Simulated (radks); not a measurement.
Question: Ionisation ladder of iridium, from Ir44+ to Ir65+. Each ion is in the ground configuration listed by NIST, and IE = E(next ion) - E(this ion). Method: non-relativistic Kohn-Sham, LDA (Slater exchange, Perdew-Wang correlation), spin-unpolarised, spherical densities, point nucleus; relativity is left out, which matters for an element this heavy; computed with a radial shooting solver on a logarithmic mesh with Libxc functionals.

| species | configuration | IE, Delta-SCF (eV) | -e(HOMO) (eV) | HOMO | <r> HOMO (bohr) |
|---|---|---|---|---|---|
| Ir44+ | [Ar] 3d10 4s2 4p3 | 2233.3 | 2204.5 | 4p | 0.398 |
| Ir45+ | [Ar] 3d10 4s2 4p2 | 2291.0 | 2262.1 | 4p | 0.396 |
| Ir46+ | [Ar] 3d10 4s2 4p1 | 2348.8 | 2319.9 | 4p | 0.394 |
| Ir47+ | [Ar] 3d10 4s2 | 2493.9 | 2465.7 | 4s | 0.397 |
| Ir48+ | [Ar] 3d10 4s1 | 2549.0 | 2521.9 | 4s | 0.395 |
| Ir49+ | [Ar] 3d10 | 4561.3 | 4494.2 | 3d | 0.170 |
| Ir50+ | [Ar] 3d9 | 4696.4 | 4628.6 | 3d | 0.168 |
| Ir51+ | [Ar] 3d8 | 4833.0 | 4764.5 | 3d | 0.167 |
| Ir52+ | [Ar] 3d7 | 4971.0 | 4901.7 | 3d | 0.166 |
| Ir53+ | [Ar] 3d6 | ? | 5040.4 | 3d | 0.165 |
| Ir54+ | [Ar] 3d5 | 5251.0 | 5180.4 | 3d | 0.164 |
| Ir55+ | [Ar] 3d4 | 5393.0 | 5321.8 | 3d | 0.162 |
| Ir56+ | [Ar] 3d3 | 5536.4 | 5464.5 | 3d | 0.161 |
| Ir57+ | [Ar] 3d2 | 5681.0 | 5608.5 | 3d | 0.160 |
| Ir58+ | [Ar] 3d1 | 5826.8 | 5753.7 | 3d | 0.159 |
| Ir59+ | [Ar] | 6215.6 | 6152.5 | 3p | 0.184 |
| Ir60+ | [Ne] 3s2 3p5 | 6342.2 | 6278.8 | 3p | 0.183 |
| Ir61+ | [Ne] 3s2 3p4 | 6469.2 | 6405.6 | 3p | 0.182 |
| Ir62+ | [Ne] 3s2 3p3 | ? | 6532.8 | 3p | 0.181 |
| Ir63+ | [Ne] 3s2 3p2 | ? | 6660.3 | 3p | 0.181 |
| Ir64+ | [Ne] 3s2 3p1 | ? | 6787.6 | 3p | 0.180 |
| Ir65+ | [Ne] 3s2 | 7108.3 | 7049.8 | 3s | 0.190 |

Estimate the withheld Delta-SCF values.

Answer: Ir53+: 5110.3 eV (NIST 5092); Ir62+: 6596.5 eV (NIST 6708); Ir63+: 6724.0 eV (NIST 7274); Ir64+: 6851.2 eV (NIST 7421).

Beside tabulated values, note that spin-unpolarised runs miss the spin-polarisation part of the exchange energy of open shells.
